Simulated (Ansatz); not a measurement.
Nudged elastic band run: C₃H₈ClNSi

Input file:

```yaml
crystal:
  periodic: [false, false, false]
  atoms:
    - { symbol: C, position_ang: [-0.289377, -1.940366, -0.450508] }
    - { symbol: C, position_ang: [0.370487, -0.845515, -0.020396] }
    - { symbol: "N", position_ang: [1.13886, -0.804138, 1.138529] }
    - { symbol: C, position_ang: [0.357287, 0.450401, -0.795908] }
    - { symbol: Si, position_ang: [-0.828983, 1.749267, -0.118839] }
    - { symbol: Cl, position_ang: [-0.214319, 2.325734, 1.804692] }
    - { symbol: H, position_ang: [-0.305197, -2.86293, 0.135618] }
    - { symbol: H, position_ang: [-0.801324, -1.943595, -1.413181] }
    - { symbol: H, position_ang: [1.158704, 0.087198, 1.625132] }
    - { symbol: H, position_ang: [1.009415, -1.58543, 1.772949] }
    - { symbol: H, position_ang: [1.370021, 0.888427, -0.836466] }
    - { symbol: H, position_ang: [0.041689, 0.265886, -1.836225] }
    - { symbol: H, position_ang: [-2.210758, 1.21524, -0.00713] }
    - { symbol: H, position_ang: [-0.809605, 2.97062, -0.969565] }
basis:
  gaussian: { orbitals: def2-SVP }
hamiltonian:
  xc: b3lyp
  dispersion: d4
neb:
  order_check: false
  images: 5
  f_tol: 0.03
  max_iterations: 60
  initial_path: idpp
  final_atoms:
    - { symbol: C, position_ang: [-0.11979215, -2.01724139, -0.59583758] }
    - { symbol: C, position_ang: [0.26826565, -0.86063289, -0.02334996] }
    - { symbol: "N", position_ang: [0.56845485, -0.7285411, 1.32826147] }
    - { symbol: C, position_ang: [0.30481877, 0.44194751, -0.78228034] }
    - { symbol: Si, position_ang: [-0.79381354, 1.78542299, -0.02901587] }
    - { symbol: Cl, position_ang: [0.22907964, 2.70325299, 1.55413048] }
    - { symbol: H, position_ang: [-0.15697359, -2.95094537, -0.02830423] }
    - { symbol: H, position_ang: [-0.42684989, -2.0462016, -1.6415755] }
    - { symbol: H, position_ang: [1.21305147, 0.00973778, 1.58987268] }
    - { symbol: H, position_ang: [0.70462415, -1.58738234, 1.84919414] }
    - { symbol: H, position_ang: [1.33274245, 0.85046817, -0.81417361] }
    - { symbol: H, position_ang: [-0.00402554, 0.28307579, -1.82706014] }
    - { symbol: H, position_ang: [-2.07478005, 1.23731719, 0.48455575] }
    - { symbol: H, position_ang: [-1.05790221, 2.85052126, -1.0357153] }
```

Launched with:

```bash
$ ansatz run input.yaml --threads 2 --pin off --max-ram 3072MiB --backend cpu --events-out ev --progress --plain --runs-dir out
```

Output, in part (warnings, iteration lines, the closing report on the highest movable image, with atoms numbered from 0):

```
NEB end point (image 0): max|allowed force component| = 1.072e-2 eV/Å (the criterion of neb.relax_end_points is 1.000e-2)
NEB end point (image 6): max|allowed force component| = 9.819e-3 eV/Å (the criterion of neb.relax_end_points is 1.000e-2)
NEB iter   1: max|band force component| = 6.675e-1 eV/Å  barrier→ = 0.0550 eV  barrier← = 0.0433 eV  Δτ_max = 0.0241 Å  (189 SCF iters)
NEB iter   2: max|band force component| = 2.325e-1 eV/Å  barrier→ = 0.0345 eV  barrier← = 0.0228 eV  CI = image 3  Δτ_max = 0.0635 Å  (153 SCF iters)
NEB iter   3: max|band force component| = 1.330e-1 eV/Å  barrier→ = 0.0332 eV  barrier← = 0.0215 eV  CI = image 3  Δτ_max = 0.1509 Å  (148 SCF iters)
NEB iter   4: max|band force component| = 3.227e-1 eV/Å  barrier→ = 0.0322 eV  barrier← = 0.0205 eV  CI = image 3  Δτ_max = 0.0745 Å  (151 SCF iters)
NEB iter   5: max|band force component| = 1.294e-1 eV/Å  barrier→ = 0.0318 eV  barrier← = 0.0202 eV  CI = image 3  Δτ_max = 0.0195 Å  (149 SCF iters)
NEB iter   6: max|band force component| = 6.026e-2 eV/Å  barrier→ = 0.0316 eV  barrier← = 0.0199 eV  CI = image 3  Δτ_max = 0.0154 Å  (121 SCF iters)
NEB iter   7: max|band force component| = 2.901e-2 eV/Å  barrier→ = 0.0314 eV  barrier← = 0.0197 eV  CI = image 3  Δτ_max = 0.0000 Å  (259 SCF iters)
Total energy: -25124.44765492 eV, -923.3064213559 hartree
Atom 0 at    -0.159553    -1.990743    -0.616573 Å, force     0.001168    -0.015583     0.004336 eV/Å
Atom 1 at     0.303670    -0.866181    -0.030653 Å, force     0.004364     0.017160    -0.008480 eV/Å
Atom 2 at     0.732645    -0.795645     1.277186 Å, force     0.000113     0.008322    -0.014889 eV/Å
Atom 3 at     0.349401     0.452130    -0.765138 Å, force    -0.004352    -0.009249     0.004448 eV/Å
Atom 4 at    -0.792624     1.774409    -0.049272 Å, force    -0.002632    -0.001293    -0.003322 eV/Å
Atom 5 at     0.072684     2.572005     1.690409 Å, force     0.003641     0.001894     0.001357 eV/Å
Atom 6 at    -0.212430    -2.937439    -0.072517 Å, force    -0.001874     0.002716    -0.002325 eV/Å
Atom 7 at    -0.488692    -1.981628    -1.655158 Å, force    -0.001073     0.001171    -0.002819 eV/Å
Atom 8 at     1.069488     0.069489     1.672775 Å, force     0.001886    -0.006346     0.013557 eV/Å
Atom 9 at     0.740599    -1.620213     1.859431 Å, force    -0.002698     0.002126     0.004188 eV/Å
Atom 10 at     1.374574     0.866712    -0.767008 Å, force     0.001221    -0.001010     0.000849 eV/Å
Atom 11 at     0.062250     0.305086    -1.818203 Å, force     0.001293     0.000633     0.001563 eV/Å
Atom 12 at    -2.122449     1.219170     0.310545 Å, force     0.000568    -0.001326     0.001624 eV/Å
Atom 13 at    -0.942663     2.903648    -1.007122 Å, force    -0.001626     0.000784    -0.000088 eV/Å
Dipole moment:     0.084134    -0.007303    -0.016143 e Å
```

The run converged. A vibrational analysis at the climbing image gives one clearly imaginary mode, 325i cm⁻¹: a first-order saddle point.

Final band (atoms are numbered from 1 in the order of the input):

| image | path coordinate (Å) | energy (kJ/mol) | height of N3 over the plane of its neighbours (Å) |
| --- | --- | --- | --- |
| 0 | 0.00 | 0.0 | 0.27 |
| 1 | 0.32 | 0.1 | 0.26 |
| 2 | 0.65 | 0.6 | 0.23 |
| 3 | 0.97 | 3.0 | -0.01 |
| 4 | 1.13 | 2.0 | -0.16 |
| 5 | 1.29 | 1.2 | -0.23 |
| 6 | 1.44 | 1.1 | -0.23 |

Run time: 70 s on 2 threads of AMD EPYC 9R45 96-Core Processor (Zen 5), with other jobs on the host, peak memory 0.36 GiB.
